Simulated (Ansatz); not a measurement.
Mulliken charges of BClFH2NSi (`F[Si]1(Cl)BN1`) from r2SCAN/def2-TZVPP in Ansatz (PBE0-D4/def2-TZVP geometry).

```tsv
atom	x (Å)	y (Å)	z (Å)	charge (e)
F1	-0.412	-2.179	-0.210	-0.293
Si2	-0.004	-0.783	0.428	0.629
Cl3	1.449	-1.240	1.780	-0.220
B4	-0.771	0.907	0.040	-0.062
N5	0.347	0.475	-0.687	-0.228
H6	-1.455	1.877	0.033	0.022
H7	0.907	0.874	-1.429	0.152
```

**Question.** By hand: the dipole of these point charges (1 e Å = 4.8032 D).

**Answer.** Σ q r = (-0.126, 0.428, -0.123) e Å, of length 0.463 e Å = 2.22 D.

**Question.** How does the dipole of the full density compare? (Best estimate.)

**Answer.** The calculation gave: (0.098, 0.339, -0.260) e Å, 2.11 D; the point charges give 1.05 times that, at 36° from its direction.

Point charges leave out the atoms' own dipoles, such as those of lone pairs, and Mulliken's split depends on the basis, so the two needn't agree.
